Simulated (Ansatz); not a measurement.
Reaction (ligand exchange at the Si–O bond): `NB(O[SiH3])O[SiH3]` + `[SiH3]S[SiH2]S` → `[SiH3]S[SiH2]S[SiH3]` + `NB(O)O[SiH3]`

Calculated with Ansatz (gas phase, PBE0-D4/def2-TZVP geometries, no zero-point term in ΔE). CCSD(T)/CBS is the MP2 limit (def2-TZVPP, def2-QZVPP) plus CCSD(T) − MP2 in def2-TZVPP, frozen cores. Functionals use def2-TZVPP. B3LYP here is the variant with VWN-RPA as its local correlation; programs differ in this. Each species was taken in one conformer, which may not be the lowest.

```
             level  ΔE (kcal/mol)  difference from CCSD(T)/CBS
            PBE-D4            2.6                         -3.0
         r2SCAN-D4            5.2                         -0.4
          B3LYP-D4            6.4                          0.8
           ωB97X-V            5.9                          0.3
           ωB97M-V            5.6                          0.0
               PBE            3.8                         -1.8
            r2SCAN            5.4                         -0.2
              PBE0            4.2                         -1.4
             B3LYP            8.5                          2.9
SCS-MP2/def2-TZVPP            7.0                          1.4
   CCSD/def2-TZVPP            7.4                          1.8
    MP2/def2-QZVPP            4.9                         -0.7
SCS-MP2/def2-QZVPP            6.7                          1.1
      HF/CBS(def2)           12.0                          6.4
     MP2/CBS(def2)            4.3                         -1.3
    CCSD/CBS(def2)            6.6                          1.0
       CCSD(T)/CBS            5.6                            0
```

Largest T1 diagnostic among the species: 0.012.

In def2-TZVPP, CCSD(T) changes the Hartree–Fock value by −4.9 kcal/mol (the triples alone add −0.9 kcal/mol) and MP2 by −6.2 kcal/mol. The D4 term adds −2.0 kcal/mol with B3LYP and −1.1 kcal/mol with PBE0; it sums over pairs of atoms, weighted by their polarisabilities, and B3LYP, whose exchange is more repulsive, gets the larger term.

CCSD(T)/CBS has its own doubt, a few kJ/mol and more with outer-core shells, so smaller differences from it don't rank the levels.
